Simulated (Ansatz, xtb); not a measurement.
**Relaxing a trial structure of CH6OSn+**

The starting geometry of this gas-phase doublet has its atoms placed at random.

```xyz
9

C    -1.2167   -1.2068    1.3165
O     1.4118    1.6257    0.4878
Sn   -0.8860    0.6497   -0.4601
H    -0.6926    1.3794   -1.8141
H     0.4296    0.0620   -0.9819
H    -0.7700   -0.8715   -1.2896
H     0.0389    1.8596    0.1453
H     0.7379   -1.1256   -0.5893
H     1.6485    0.8603    0.1539
```

**Question.** Guess where an optimisation with r2SCAN-D4/def2-SVP ends from this start.

**Answer.** It loosens into CH4OSn + H2, which stay close as a complex (formulas without charges). Distances that change by over a tenth: O2–H9 (0.87 → 0.98 Å), Sn3–H4 (1.55 → 1.72 Å). Contacts that open: Sn3–H5 (1.53 → 4.46 Å), Sn3–H6 (1.74 → 2.98 Å), Sn3–H7 (1.64 → 2.92 Å). Contacts that close: C1–Sn3 (2.59 → 2.05 Å), C1–H6 (2.67 → 1.10 Å), O2–Sn3 (2.67 → 2.24 Å), O2–H7 (1.43 → 0.97 Å), H5–H8 (1.29 → 0.76 Å).

The energy falls by 13.21 eV over 55 steps:

```json
{"step": "1", "E − E(last) (eV)": "13.211"}
{"step": "7", "E − E(last) (eV)": "4.262"}
{"step": "13", "E − E(last) (eV)": "1.203"}
{"step": "19", "E − E(last) (eV)": "0.297"}
{"step": "25", "E − E(last) (eV)": "0.082"}
{"step": "31", "E − E(last) (eV)": "0.071"}
{"step": "37", "E − E(last) (eV)": "0.026"}
{"step": "43", "E − E(last) (eV)": "0.003"}
{"step": "49", "E − E(last) (eV)": "0.000"}
{"step": "55", "E − E(last) (eV)": "0.000"}
```

Final geometry (Å):

```csv
atom,x (Å),y (Å),z (Å)
C,-1.8886,-0.6473,0.2606
O,0.6715,1.2035,-0.5262
Sn,-1.5314,1.0082,-0.9030
H,-1.8127,2.5709,-0.2532
H,2.5661,-0.7631,-0.8662
H,-2.1403,-1.7122,0.1370
H,1.1240,2.0094,-0.2259
H,2.3954,-0.9021,-0.1373
H,1.3175,0.4653,-0.5174
```

From the same start GFN2-xTB ends elsewhere, differing in C1–H5 (1.09 against 4.60 Å here), C1–H8 (1.10 against 4.31 Å here), O2–Sn3 (2.52 against 2.24 Å here), H5–H8 (1.81 against 0.76 Å here).

From so rough a start the end depends on the optimiser's path, so another program may land elsewhere. No frequencies were run, so the end isn't proven a minimum. Open shells are spin-unrestricted. Atoms past krypton carry core potentials, without spin–orbit terms. Run with Ansatz 0.2.0, 4 min on 2 threads of Intel(R) Xeon(R) Platinum 8259CL CPU @ 2.50GHz (Skylake/Cascade Lake), with other jobs on the host.
